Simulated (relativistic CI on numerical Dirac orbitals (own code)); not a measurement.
Calculated at this level of theory: Dirac-Coulomb-Breit CI, KLI orbitals optimised for each configuration, model QED, unscaled Slater integrals (own radial code, finite nucleus).

The strongest absorption lines from the ground level of an ion, among the configurations computed and to levels below about 421 eV (vacuum wavelength in nm, gf): 6.0593 (0.73), 6.1074 (0.54), 6.2923 (2.7), 6.3237 (2.8), 6.3608 (0.59), 8.3603 (1.1), 8.4594 (0.96), 8.6377 (0.24).

Which ion is it?
A. Gd XXXII
B. Ta XLI
C. Ho XXXIII
D. Ho XXXV

D. Ho XXXV has 33 electrons and the ground level 4s2 4p3 2P°_3/2; the strongest line goes to 4s2 4p2 4d 4P_5/2. The pattern of lines fixes the number of electrons, and along that sequence the line energies rise steadily with the charge (about as its square where n changes within one kind of shell, about linearly where n is kept but much faster in heavy ions where fine structure, which grows about as Z⁴, sets the gap, and irregularly where shells cross), which fixes Z. Configurations outside the model, such as inner-shell arrays, can give stronger lines. At this charge energies of transitions that change n are usually good to better than 1 %, and those within a shell (Δn = 0) to a few per cent.

LS names give the leading component of a level, which can be under half, so a name can repeat, a term be missing and a line seem to break the LS rules.
